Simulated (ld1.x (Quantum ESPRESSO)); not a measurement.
## What one change does to a pseudopotential (Sn, TM)

ld1.x (Quantum ESPRESSO) 7.5 input, shortened:

```
&input
   title='Sn', zed=50., rel=1, dft='REVPBE', iswitch=3,
   config='[Kr] 4d10 5s2 5p2 5d-2'
 /
 &inputp
   pseudotype=2, tm=.true., lloc=0,
   nlcc=.true., rcore=1.05
 /
3
5P  2  1   2.00   0.00  2.20  2.20  0.0
5D  3  2  -2.00   0.35  1.95  1.95  0.0
5S  1  0   2.00   0.00  1.60  1.60  0.0
 &test
   configts(1)='5s2 5p2'
 /
```

All-electron outer shells of the reference configuration (revPBE, scalar-relativistic, ld1.x):

```tsv
shell	level (eV)	outermost node (bohr)	outermost maximum (bohr)
4p	-89.70	0.41	0.79
4d	-25.82	0.39	0.88
5s	-10.48	0.98	2.01
5p	-3.64	1.09	2.55
```

Change: all radii but the core radius scaled by about 1.04 (s 1.66, p 2.28, d 2.02 bohr).

Cutoffs: the cutoffs (Ry, on a coarse ladder) from which the occupation-weighted sum of valence levels, in a spherical-Bessel basis at the reference potential, stays within 10 and 1 mRy of its value at 400 Ry; they do not see the model core or the augmentation charge, which bear on the density cutoff. Errors are all-electron minus pseudo energies relative to the spin-unpolarised reference configuration.

**Question.** Predict the effect on cutoff, ghosts and configuration errors.

**Answer.** The potential gets softer (35 Ry and 90 Ry → 30 Ry and 60 Ry); both files keep a bound ghost (d); the errors of the 7 common tests hardly move. A larger radius leaves more room for a smooth pseudo-wave, so fewer plane waves are needed.

```csv
quantity,base,changed
"cutoff, loose",35 Ry,30 Ry
"cutoff, tight",90 Ry,60 Ry
loose cutoff by channel (10 mRy a level),"p 8 Ry, s 30 Ry","p 8 Ry, s 21 Ry"
bound ghosts,d,d
"error for 5s2 5p1, meV [ΔE 6.81 eV]",-8.4,-8.4
"error for 5s2 5p0, meV [ΔE 20.65 eV]",-63,-65
"error for 5s1 5p0, meV [ΔE 51.45 eV]",-341,-347
"error for 5s2 5p2.3, meV [ΔE -0.83 eV]",+0.1,+0.1
"error for 5s1 5p2, meV [ΔE 14.44 eV]",-42,-41
"error for 5s0 5p4, meV [ΔE 14.13 eV]",-87,-79
"error for 5s1 5p3, meV [ΔE 6.96 eV]",-21,-19
```

 A true bound ghost makes a file unfit for plane-wave use even where its test errors are small: the radial tests pick states by their node count and pass the ghost by.
